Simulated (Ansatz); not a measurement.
Geometry optimisation, RKS PBE/def2-SVP in Ansatz 0.2.0.

The input (input.yaml):

```yaml
crystal:
  periodic: [false, false, false]
  atoms:
    - { symbol: W, position_ang: [0.184362, -0.029653, -0.187553] }
    - { symbol: F, position_ang: [0.412017, -0.15384, 1.682508] }
    - { symbol: O, position_ang: [2.063531, 0.008327, -0.285628] }
    - { symbol: H, position_ang: [2.633272, 0.371863, 0.429719] }
    - { symbol: O, position_ang: [-0.197684, 1.823051, -0.158285] }
    - { symbol: H, position_ang: [-1.114034, 2.139571, -0.034131] }
    - { symbol: F, position_ang: [-1.722822, -0.078127, 0.214135] }
    - { symbol: O, position_ang: [-0.087245, -1.9234, -0.202397] }
    - { symbol: H, position_ang: [-0.971514, -2.257582, 0.046078] }
    - { symbol: O, position_ang: [0.066592, -0.061893, -2.087618] }
    - { symbol: H, position_ang: [0.174409, -0.853945, -2.647897] }
    - { symbol: Cl, position_ang: [2.32388, 2.16629, 1.72922] }
    - { symbol: H, position_ang: [1.519436, 1.442137, 2.515149] }
basis:
  gaussian: { orbitals: def2-SVP }
hamiltonian:
  xc: pbe
relax:
  f_tol: 0.03
  max_steps: 50
output:
  orbitals: {}
```

Command:

```bash
$ ansatz run input.yaml --threads 4 --pin off --max-ram 5120MiB --backend cpu --events-out ev --progress --plain --runs-dir out
```

Q: Where does it end, and by what steps?

A: It converged. After 15 steps the energy has fallen by 0.420 eV; Cl12 moved furthest, 1.44 Å.

```
step  energy less start (eV)  largest force component (eV/Å)  accepted
   0                  0.0000                           1.535       yes
   1                 -0.1540                           0.616       yes
   2                 -0.1834                           1.209       yes
   3                 -0.2764                           0.665       yes
   4                 -0.3445                           0.152       yes
   5                 -0.3695                           0.281       yes
   6                 -0.3930                           0.227       yes
   7                 -0.3761                           0.565        no
   8                 -0.4056                           0.090       yes
   9                 -0.4093                           0.076       yes
  10                 -0.4147                           0.183       yes
  11                 -0.4168                           0.138       yes
  12                 -0.4184                           0.088       yes
  13                 -0.4190                           0.052       yes
  14                 -0.4196                           0.045       yes
  15                 -0.4200                           0.029       yes
```

```xyz
13
Properties=species:S:1:pos:R:3
W 0.069 0.155 -0.341
F 0.225 0.482 1.612
O 1.898 0.521 -0.350
H 2.515 0.745 0.402
O -0.541 1.929 -0.586
H -1.457 2.208 -0.395
F -1.782 -0.140 0.105
O 0.193 -1.704 0.073
H -0.541 -2.190 0.496
O -0.017 -0.234 -2.185
H 0.167 -1.092 -2.610
Cl 2.932 1.086 2.470
H 1.623 0.826 2.322
```

Run time: 50 s on 4 threads of Arm Neoverse V1, on a shared host, peak memory 0.25 GiB.
